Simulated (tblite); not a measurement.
Compound: C10H9Cl.
SMILES: `CC1=CCc2cc(Cl)ccc21`

Calculated harmonic vibrations of the isolated species, GFN2-xTB (tblite), most abundant isotopes, no scaling. The method is semi-empirical: single wavenumbers can be off by several per cent or more.

Harmonic wavenumbers (cm⁻¹): 85.4, 131.0, 170.9, 182.1, 250.6, 260.8, 264.5, 364.5, 391.9, 446.6, 457.3, 553.7, 558.1, 600.5, 676.7, 699.5, 767.5, 771.7, 826.1, 872.5, 878.0, 899.8, 911.2, 987.4, 1030.6, 1036.7, 1063.1, 1071.0, 1091.4, 1155.2, 1184.3, 1206.3, 1238.1, 1250.2, 1314.5, 1360.0, 1399.7, 1411.9, 1430.8, 1441.2, 1476.2, 1482.3, 1579.3, 1598.9, 1660.6, 2947.5, 2972.8, 3003.4, 3015.9, 3044.4, 3086.6, 3096.8, 3102.5, 3123.7.

A = 2530, B = 566.6, C = 465.6 MHz; mass 164.039 u (most abundant isotopes); point group Cs, symmetry number 1.

Question: What is the zero-point energy?

Answer: ½Σν̃ = 33942 cm⁻¹ = 97.05 kcal/mol.

Question: Give the ideal-gas entropy at 350 K and 1 bar in the rigid-rotor, harmonic-oscillator model (classical rotation).

Answer: Translation 42.02, rotation 31.03, vibration 29.89: S = 102.9 cal/(mol K).

Question: And Cp and H(350 K) − H(0)?

Answer: Cp = 45.67 cal/(mol K), of which vibrations give 37.72 (their classical limit is 54 R = 107.3); H(350 K) − H(0) = 8.86 kcal/mol without the zero-point energy, 6.08 from vibrations.

Question: How do the functions run with temperature in this model?

Answer: 
```
 T (K)  S (cal/(mol K))  Cp (cal/(mol K))  H − H(0) (kcal/mol)  G − H(0) (kcal/mol)  ln q(vib)
   150             75.7              22.2                 2.09                -9.26       1.69
   250             89.7              33.8                 4.88               -17.53       3.88
298.15             96.1              39.6                 6.65               -22.01       5.02
   400            109.4              51.2                11.28               -32.48       7.56
   600            133.7              68.8                23.40               -56.84      12.75
   900            164.9              84.8                46.66              -101.79      20.38
```

q(vib) and H(0) count from the zero-point level.

Question: What must be added to the electronic energy to get the Gibbs energy at 350 K and 1 bar?

Answer: ZPE + [H(350 K) − H(0)] − T·S = 97.05 + 8.86 − 36.03 = 69.88 kcal/mol.

Hindered rotation and anharmonicity are outside this model.
